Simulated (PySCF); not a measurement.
# Gas-phase thermal properties of GeF3

Energies from PySCF (xtb for GFN2), thermal terms from the rigid-rotor harmonic-oscillator model, ideal gas at 1 bar. 6-31G* has spherical d functions here. Open shells (unrestricted): GeF3 (multiplicity 2). GFN2 has no spin-polarisation term. B3LYP is the form with VWN-RPA correlation. Ge: all electrons, no relativistic terms. GeF3: computed as isolated molecules; such fragments, hydroxides, amides, oligomers or adducts are transient or little studied in the gas. The harmonic model lacks anharmonicity and excited electronic states, which grow with temperature; levels with a mode under 35 cm⁻¹ are left out.

```tsv
level	point group	σ	ZPE (kJ/mol)	S°298 (J/mol/K)	Cp298 (J/mol/K)	S°1000 (J/mol/K)	H1000 − H298 (kJ/mol)
B3LYP/6-31G*	C3v	3	16.6	301.0	66.3	392.2	53.9
GFN2-xTB	C3v	3	8.4	327.6	77.3	425.3	57.0
HF/6-31G*	C3v	3	18.7	295.9	63.6	385.3	53.0
PBE/def2-SVP	C3v	3	16.0	302.7	67.1	394.5	54.2
PBE0/def2-TZVP	C3v	3	17.0	299.8	65.8	390.7	53.7
```
σ: rotational symmetry number. Electronic degeneracy used: 2. Frequencies are unscaled.
